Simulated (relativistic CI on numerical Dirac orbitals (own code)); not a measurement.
Radial parameters of Ta⁹⁺

Calculated at this level of theory: Dirac-Coulomb-Breit CI, separate exchange-only KLI orbitals for each configuration, model QED (radiative potential, 1s self-energy scaled to tabulated hydrogen-like ionisation energies), unscaled Slater integrals (own radial code, finite nucleus).

Slater integrals F^k, G^k are unscaled and averaged over j, outside the closed core [Kr] 4d10; ζ comes from projecting the Hamiltonian with its Breit term on Σ l·s of the shell.

- 4f13 5s2 5p3: ζ(4f) = 4350.5, F^2(5p,5p) = 93631, F^2(4f,5p) = 69875, G^2(4f,5p) = 29583, G^4(4f,5p) = 24575, ζ(5p) = 60890 cm⁻¹; <r>(4f) = 0.5935, <r^2>(4f) = 0.4294, <r>(5p) = 1.146, <r^2>(5p) = 1.469 (bohr units).
- 4f12 5s2 5p4: F^2(4f,4f) = 170110, F^4(4f,4f) = 108030, F^6(4f,4f) = 78106, ζ(4f) = 4546.6, F^2(5p,5p) = 94522, F^2(4f,5p) = 70200, G^2(4f,5p) = 28849, G^4(4f,5p) = 24175, ζ(5p) = 62824 cm⁻¹; <r>(4f) = 0.5818, <r^2>(4f) = 0.4106, <r>(5p) = 1.135, <r^2>(5p) = 1.44 (bohr units).
- 4f14 5s2 5p2: F^2(5p,5p) = 92801, ζ(5p) = 59027 cm⁻¹; <r>(5p) = 1.157, <r^2>(5p) = 1.497 (bohr units).

Averages of the first 10 configurations, taken without configuration mixing, which lowers the lowest level and can move excited configurations by several eV; other configurations of the list can lie among them:

```json
{"Configuration": "4f13 5s2 5p3", "Parity": "even", "States": "280", "Average energy above the lowest level (eV)": "13.7"}
{"Configuration": "4f12 5s2 5p4", "Parity": "even", "States": "1365", "Average energy above the lowest level (eV)": "16.1"}
{"Configuration": "4f14 5s2 5p2", "Parity": "even", "States": "15", "Average energy above the lowest level (eV)": "16.7"}
{"Configuration": "4f13 5s 5p4", "Parity": "odd", "States": "420", "Average energy above the lowest level (eV)": "53.6"}
{"Configuration": "4f13 5s2 5p2 5d", "Parity": "odd", "States": "2100", "Average energy above the lowest level (eV)": "64.7"}
{"Configuration": "4f12 5s 5p5", "Parity": "odd", "States": "1092", "Average energy above the lowest level (eV)": "58.3"}
{"Configuration": "4f14 5s 5p3", "Parity": "odd", "States": "40", "Average energy above the lowest level (eV)": "54.2"}
{"Configuration": "4f14 5s2 5p 5d", "Parity": "odd", "States": "60", "Average energy above the lowest level (eV)": "67.0"}
{"Configuration": "4f14 5p4", "Parity": "even", "States": "15", "Average energy above the lowest level (eV)": "96.1"}
{"Configuration": "4f14 5s2 5p 6s", "Parity": "odd", "States": "12", "Average energy above the lowest level (eV)": "88.3"}
```
